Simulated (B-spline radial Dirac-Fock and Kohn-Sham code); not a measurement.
# Electron momentum distribution of Tb¹⁸⁺: Compton profiles

System: the Tb¹⁸⁺ ion, configuration [Kr] 4d10 4f1.

Method: the impulse approximation on relativistic Hartree-Fock (Dirac-Fock) wave functions, averaged over the configuration. Computed with a radial B-spline solver. pz is in atomic units of momentum; subshell profiles are per electron, for a selection of subshells; open shells are spread over both j values by their weights.

```tsv
pz	J total	J 2s1/2	J 4s1/2	J 4p3/2	J 4f7/2
0	3.334	0.0426	0.190	0.126	0.0789
0.3	3.327	0.0426	0.187	0.126	0.0789
0.4	3.321	0.0425	0.185	0.126	0.0789
0.5	3.314	0.0425	0.181	0.126	0.0789
0.6	3.305	0.0425	0.178	0.126	0.0789
0.8	3.281	0.0424	0.168	0.125	0.0789
1	3.251	0.0423	0.157	0.124	0.0789
1.2	3.213	0.0421	0.145	0.123	0.0789
1.4	3.168	0.0420	0.131	0.121	0.0789
1.6	3.116	0.0418	0.117	0.118	0.0789
1.8	3.055	0.0416	0.103	0.114	0.0788
2	2.987	0.0413	0.0900	0.110	0.0786
2.5	2.785	0.0407	0.0609	0.0948	0.0777
3	2.545	0.0398	0.0401	0.0765	0.0755
4	2.022	0.0378	0.0217	0.0411	0.0661
5	1.560	0.0354	0.0194	0.0189	0.0519
7	0.9984	0.0297	0.0151	0.00864	0.0253
10	0.6277	0.0208	0.00377	0.00665	0.00688
15	0.3138	0.00911	0.00177	0.00110	0.000780
20	0.1683	0.00338	0.000976	0.000504	0.000110
30	0.06063	0.00107	9.61e-05	0.000331	4.17e-06
40	0.02721	0.00102	5.42e-05	0.000122	< 1e-6
60	0.008115	0.000553	3.36e-05	1.52e-05	< 1e-6
100	0.001399	0.000102	6.01e-06	< 1e-6	< 1e-6
```

J(0) = 3.334. The 4d5/2 subshell gives the largest part, 17 %.

Mean momentum ⟨p⟩ by subshell (a.u.): 1s1/2 64.0, 2s1/2 22.8, 2p1/2 30.3, 2p3/2 27.7, 3s1/2 11.5, 3p1/2 13.7, 3p3/2 12.9, 3d3/2 15.5, 3d5/2 15.2, 4s1/2 6.08, 4p1/2 6.81, 4p3/2 6.53, 4d3/2 7.20, 4d5/2 7.10, 4f5/2 7.47, 4f7/2 7.43.
